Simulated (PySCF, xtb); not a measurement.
Zr(Cl)3(OH) (Cl3HOZr), SMILES [Zr]([Cl])([OH])([Cl])[Cl], multiplicity 1. The values are those of a single conformer.

Harmonic wavenumbers (cm⁻¹) from GFN2-xTB (xtb 6.7.1) at its own minimum, in rising order: 65, 66, 99, 99, 105, 281, 281, 354, 390, 391, 646, 3628.

Question: What does PBE-D3(BJ)/def2-SVP run with PySCF 2.14.0 give at its own minimum? (The exact figures need the calculation; the answer reports its results.)

Answer: 94, 94, 106, 140, 141, 286, 286, 369, 411, 411, 750, 3849. Paired by order, the mean absolute difference is 44 cm⁻¹ and the zero-point energies are 9.2 and 9.9 kcal/mol.
